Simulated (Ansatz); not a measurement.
B₄H₂⁻, relaxed as a doublet with UKS PBE0-D4/def2-TZVPD in Ansatz, starting from the GFN2-xTB geometry. Force threshold 0.02 eV/Å.

The structure comes from a short search, and lower isomers may exist.

Start:

Cartesian coordinates in Å:
```
B 0.0296 -1.2669 0.3099
B -0.5831 -0.1718 -0.6402
B -0.0322 1.2663 -0.3126
B 0.5799 0.1711 0.6370
H 0.0624 -2.4782 0.6141
H -0.0566 2.4794 -0.6082
```

```json
{"step": "1", "energy (eV)": "-2732.2039", "largest force component (eV/Å)": "1.937", "SCF passes": "16"}
{"step": "2", "energy (eV)": "-2732.3359", "largest force component (eV/Å)": "0.526", "SCF passes": "20"}
{"step": "3", "energy (eV)": "-2732.3477", "largest force component (eV/Å)": "0.043", "SCF passes": "21"}
{"step": "4", "energy (eV)": "-2732.3478", "largest force component (eV/Å)": "0.006", "SCF passes": "16"}
```

Force components are those of the run's own axes.

End:

Cartesian coordinates in Å:
```
B 0.031 -1.315 0.324
B -0.564 -0.166 -0.619
B -0.032 1.314 -0.324
B 0.564 0.166 0.619
H 0.060 -2.475 0.610
H -0.060 2.475 -0.610
```

By distances, no bond broke or formed. The bond that changes most is B2–B4, from 1.76 to 1.71 Å (atoms count from 1).

No frequencies were taken in this run, so the end may be a saddle point.

Hardware: 4 threads of Arm Neoverse V2 on a shared host. Wall time 4.9 s.
